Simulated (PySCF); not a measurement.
Q: Give a PBE0-D3(BJ)/def2-SVP geometry of `C[O][GeH2][GeH2][GeH3]`.

A: 
```xyz
15
CH10Ge3O angstrom
C     -1.7833    1.1394    0.6986
O     -2.1176   -0.2133    0.7859
Ge    -0.8548   -1.4288    1.1373
Ge     0.8019   -1.4730   -0.6416
Ge     1.9574    0.6392   -0.9229
H     -1.2579    1.5131    1.6000
H     -1.1440    1.3660   -0.1784
H     -2.7104    1.7243    0.5878
H     -1.6353   -2.7471    1.2531
H     -0.1889   -1.0571    2.4849
H      1.8366   -2.5671   -0.2996
H      0.1227   -1.8643   -1.9693
H      2.2936    1.2445    0.4535
H      1.0605    1.6319   -1.6855
H      3.2664    0.4463   -1.7110
```

Any rigid rotation of these coordinates is as good. Atoms count from 1 in this order. Ge4 (germanium bonded to 2 Ge and 2 H) is distorted tetrahedral (angles from 107.8° to 113.2°). Ge3 (germanium bonded to Ge, O and 2 H) is distorted tetrahedral (angles from 103.8° to 112.7°). Ge5 (germanium bonded to Ge and 3 H) is tetrahedral (angles from 108.4° to 110.8°).

Bonds between heavy atoms (Å): C1–O2 1.396, O2–Ge3 1.788, Ge3–Ge4 2.431, Ge4–Ge5 2.424.

Computed with PBE0-D3(BJ)/def2-SVP geometry optimisation, gas phase in PySCF 2.14.0.

Point group: C1 (no symmetry element, even within 0.4 Å). Stationary, but not proved a minimum. The numbers are those of one conformer (C1–O2–Ge3–Ge4 -63°, O2–Ge3–Ge4–Ge5 61°).
